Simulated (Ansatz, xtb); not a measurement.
**Two isomers of C6H5BS**

Structure I is `Bc1cc(C#C)cs1`, a singlet and structure II is `Bc1sccc1C#C`, a singlet. Both are isolated molecules in the gas phase, relaxed with PBE0-D3(BJ)/def2-SVP; the shapes shown needn't be the lowest conformers.

I (Å):

```yaml
atoms:
  - { symbol: C, position_ang: [-0.4530, -0.6640, 0.3937] }
  - { symbol: C, position_ang: [-0.7131, 0.6842, 0.1925] }
  - { symbol: C, position_ang: [0.4203, 1.5232, 0.3584] }
  - { symbol: C, position_ang: [0.4148, 2.9392, 0.2074] }
  - { symbol: C, position_ang: [0.4041, 4.1451, 0.0774] }
  - { symbol: C, position_ang: [1.5510, 0.7827, 0.6908] }
  - { symbol: B, position_ang: [-1.4105, -1.8434, 0.3039] }
  - { symbol: S, position_ang: [1.2250, -0.8766, 0.7933] }
  - { symbol: H, position_ang: [-1.0268, -2.9704, 0.5098] }
  - { symbol: H, position_ang: [-2.5670, -1.6363, 0.0221] }
  - { symbol: H, position_ang: [-1.7035, 1.0586, -0.0697] }
  - { symbol: H, position_ang: [0.3957, 5.2132, -0.0378] }
  - { symbol: H, position_ang: [2.5489, 1.1808, 0.8730] }
```

II (Å):

```xyz
13

C    -0.8985    0.2893    0.6869
C    -0.1868    2.1468    2.1907
C     0.6585    2.0099    1.1141
C     0.2611    0.9531    0.2505
C     0.9718    0.6103   -0.9327
C     1.5954    0.3375   -1.9370
B    -1.6457   -0.8798    0.0624
S    -1.4513    1.0087    2.1604
H    -1.2406   -1.3645   -0.9650
H    -2.6382   -1.3165    0.5963
H    -0.1092    2.8756    2.9976
H     1.5330    2.6366    0.9391
H     2.1408    0.0882   -2.8285
```

Quicker runs give these differences E(II) − E(I): GFN2-xTB −0.60 kcal/mol; HF/STO-3G +0.37 kcal/mol (at GFN2-xTB geometries); r2SCAN-D4/def2-SVP −0.35 kcal/mol (at GFN2-xTB geometries).

Question: Estimate E(II) − E(I) at the level CCSD(T)/def2-SVP + ΔMP2/def2-TZVPP.

Answer: Too close to call at this level: CCSD(T)/def2-SVP + ΔMP2/def2-TZVPP gives E(II) − E(I) = +0.07 kcal/mol.

The same difference at several levels:

```
                             level              geometry  E(II) − E(I) (kcal/mol)  departure from the last row (kcal/mol)  job, with rough time for the two
                          GFN2-xTB              GFN2-xTB                     −0.60                                   −0.66              optimisation, 0.17 s
                         HF/STO-3G              GFN2-xTB                     +0.37                                   +0.30              single point, 0.44 s
                r2SCAN-D4/def2-SVP              GFN2-xTB                     −0.35                                   −0.42               single point, 3.2 s
              PBE0-D3(BJ)/def2-SVP  PBE0-D3(BJ)/def2-SVP                     −0.18                                   −0.25                optimisation, 40 s
                       HF/def2-SVP  PBE0-D3(BJ)/def2-SVP                     +1.15                                   +1.09           part of the CCSD(T) run
                      MP2/def2-SVP  PBE0-D3(BJ)/def2-SVP                     −0.47                                   −0.54           part of the CCSD(T) run
                  CCSD(T)/def2-SVP  PBE0-D3(BJ)/def2-SVP                     +0.07                                    0.00                      single point
CCSD(T)/def2-SVP + ΔMP2/def2-TZVPP  PBE0-D3(BJ)/def2-SVP                     +0.07                                                        single point, 52 s
```

As drawn, both hold the same kinds of bond in the same numbers.

The largest departure from CCSD(T)/def2-SVP + ΔMP2/def2-TZVPP is that of HF/def2-SVP, 1.09 kcal/mol. The last row adds to CCSD(T) the change of the MP2 difference between the two basis sets, here 0.00 kcal/mol.

With thermal terms from frequencies at re-optimised GFN2-xTB minima (ideal gas, soft modes damped towards free rotors, one conformer each, 298.15 K, 1 atm): the zero-point term adds +0.04 kcal/mol; ΔH is +0.08 and ΔG +0.16 kcal/mol.

The correlated steps freeze 12 core orbitals. Codes used: Ansatz 0.2.0, xtb 6.7.1; the last row on 2 threads of Intel(R) Xeon(R) 6975P-C (Granite Rapids) on a shared host.
